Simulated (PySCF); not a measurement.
Delta-SCF ions had no search for a lower state. Excitations are Tamm–Dancoff values on a coarser integration grid. The basis has no diffuse functions, so Rydberg states are missing or too high.

Z-matrix (Å, degrees):
```
Si
C 1 1.8938
H 2 1.1046 1 107.96
H 2 1.1049 3 105.31 1 115.09
C 2 1.5267 3 110.11 4 118.76
H 5 1.1019 2 111.72 3 62.56
H 5 1.1019 6 107.04 2 123.09
H 5 1.1021 6 106.94 7 114.47
C 1 1.8938 2 109.75 3 -179.47
H 9 1.1046 1 107.96 2 -179.47
H 9 1.1049 10 105.31 1 115.09
C 9 1.5267 10 110.11 11 118.76
H 12 1.1019 9 111.72 10 62.56
H 12 1.1019 13 107.04 9 123.09
H 12 1.1021 13 106.94 14 114.47
C 1 1.8938 2 109.33 3 -59.56
H 16 1.1046 1 107.96 2 -60.61
H 16 1.1049 17 105.31 1 -115.09
C 16 1.5267 17 110.11 18 -118.76
H 19 1.1019 16 111.72 17 -62.56
H 19 1.1019 20 107.04 16 -123.09
H 19 1.1021 20 106.94 21 -114.47
C 1 1.8938 2 109.33 3 60.61
H 23 1.1046 1 107.96 2 59.56
H 23 1.1049 24 105.31 1 -115.09
C 23 1.5267 24 110.11 25 -118.76
H 26 1.1019 23 111.72 24 -62.56
H 26 1.1019 27 107.04 23 -123.09
H 26 1.1021 27 106.94 28 -114.47
```
Charge 0, multiplicity 1.

Question: Estimate the S1 excitation (TDA), HOMO–LUMO gap, dipole moment, S1 oscillator strength, vertical ionisation energy (Delta-SCF), S1–T1 gap (TDA), LUMO and HOMO that PBE0-D4/def2-TZVP // PBE0-D4/def2-SVP (PySCF) returns for this input.

Answer: 
```
Property                                  Result
--------------------------------------  --------
S1 excitation (TDA)                      7.44 eV
HOMO–LUMO gap                            8.56 eV
dipole moment                             0.00 D
S1 oscillator strength                     0.010
vertical ionisation energy (Delta-SCF)   9.26 eV
S1–T1 gap (TDA)                          0.20 eV
LUMO                                     0.92 eV
HOMO                                    -7.63 eV
```
